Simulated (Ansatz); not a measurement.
Sb₂, charge -1, doublet, at a GFN2-xTB geometry (a state made from the parent by changing its charge; the spin is typed, not shown lowest) (all electrons, no relativity) (a gas-phase anion, which may not be bound at this level). Base run: BLYP/STO-3G (Ansatz, a first-principles code).

Geometry (Å):
```xyz
2

Sb     0.0000     0.0000    -1.2605
Sb     0.0000     0.0000     1.2605
```
Charge -1, spin multiplicity 2.
Orbitals are unrestricted.
All else is at Ansatz's defaults.

Each row names what was changed in the base input (with any setting that the change needs).

```
change                                        E (Eh)  <S^2>  core-seconds (rough)
--------------------------------------  ------------  -----  --------------------
base                                    -12506.49006  0.750                     3
functional = cam_b3lyp                  -12507.15646  0.825                     9
functional = B97M-V                     -12506.10722  0.750                    20
functional = hse06                      -12506.27288  0.750                     4
functional = b3lyp                      -12506.76620  0.750                     4
functional = b3lyp; dispersion = d3bj   -12506.77090  0.750                     4
functional = wB97X-V                    -12506.17128  0.943                    10
functional = wB97M-V                    -12506.98725  0.750                    10
functional = revpbe                     -12506.07853  0.750                     3
functional = pbe; dispersion = d3bjatm  -12505.55113  0.750                     3
functional = r2scan                     -12507.15379  0.750                    10
functional = b3lyp5                     -12506.35055  0.750                     5
functional = SVWN5                      -12495.06392  0.750                     2
```

Absolute energies of different levels of theory aren't comparable as measures of quality.

A gas-phase anion may not be bound at this level; its values then depend on the basis.
